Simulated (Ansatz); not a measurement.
`C[SiH]1[NH][AlH]1` and `[NH]1[AlH][SiH2]1` differ in one atom or group.

Ansatz, PBE0-D4/def2-TZVP geometries, multiplicity 1. 

```csv
property,`C[SiH]1[NH][AlH]1`
size of the dipole moment (ωB97M-V/def2-TZVPP) / D,0.72
HOMO–LUMO gap (PBE0/def2-TZVPP) / eV,5.24
"ideal-gas entropy at 298 K and 1 bar (rigid rotor, harmonic PBE0-D4/def2-TZVP) / J/(mol·K)",324
size of the dipole moment (PBE/def2-TZVPP) / D,0.81
LUMO energy (ωB97M-V/def2-TZVPP) / eV,0.66
HOMO–LUMO gap (B3LYP/def2-TZVPP) / eV,4.90
```

Problem. What does the change do to each property? (An estimate is asked.)

Solution. Ansatz gave: 
| property | `[NH]1[AlH][SiH2]1` | shift |
| --- | --- | --- |
| size of the dipole moment (ωB97M-V/def2-TZVPP) / D | 1.17 | 0.45 |
| HOMO–LUMO gap (PBE0/def2-TZVPP) / eV | 5.40 | 0.16 |
| ideal-gas entropy at 298 K and 1 bar (rigid rotor, harmonic PBE0-D4/def2-TZVP) / J/(mol·K) | 285 | -39 |
| size of the dipole moment (PBE/def2-TZVPP) / D | 1.18 | 0.37 |
| LUMO energy (ωB97M-V/def2-TZVPP) / eV | 0.56 | -0.10 |
| HOMO–LUMO gap (B3LYP/def2-TZVPP) / eV | 5.05 | 0.15 |

With PBE0 the HOMO falls by 0.27 eV and the LUMO falls by 0.11 eV, so the gap widens by about 0.16 eV. PBE moves the HOMO by -0.27 eV and ωB97M-V by -0.27 eV. The zero-point energy changes by -75.7 kJ/mol with -9 modes. Dipoles are sizes alone; their direction can turn.

B3LYP here is the variant with VWN-RPA as its local correlation; programs differ in this.
